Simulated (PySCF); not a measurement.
SnF₂, SMILES [F][Sn][F] (connectivity only; charge and spin as stated), neutral, multiplicity 1.

Geometry optimised at B3LYP-D3(BJ)/def2-TZVP. The isomer is the one that the SMILES or the coordinates give; other isomers of the formula were not compared. The def2 effective core potentials stand for the cores of Sn; spin–orbit coupling is left out.

Two levels are set side by side: TDA-PBE/def2-SVPD (PySCF) and TDA-B3LYP/def2-SVPD (PySCF). Vertical, same geometry. The lowest singlet is HOMO→LUMO 91 % with PBE and HOMO→LUMO 94 % with the other functional; states are paired by order. Differences are taken from unrounded values.

```
quantity                               TDA-B3LYP
-------------------------------------  ---------
lowest singlet excitation (eV)              5.11
lowest triplet excitation (TDA) (eV)        3.64
first bright state (f over 0.05) (eV)       5.11
its oscillator strength                     0.14
```

Q: What does TDA-PBE give, and how far is it from TDA-B3LYP? (An estimate is asked for; the answer gives what the named calculation found.)

A: 
| quantity | TDA-PBE | TDA-PBE minus TDA-B3LYP |
|---|---|---|
| lowest singlet excitation (eV) | 4.77 | -0.35 |
| lowest triplet excitation (TDA) (eV) | 3.51 | -0.13 |
| first bright state (f over 0.05) (eV) | 4.77 | -0.35 |
| its oscillator strength | 0.09 | -0.04 |

A lower first singlet is the usual sign of a functional without exact exchange. Differences between two approximate levels are no errors against the true value.

Rough cost on one machine, each run with all the roots and properties that it gave: TDA-B3LYP against TDA-PBE within a factor of 2.
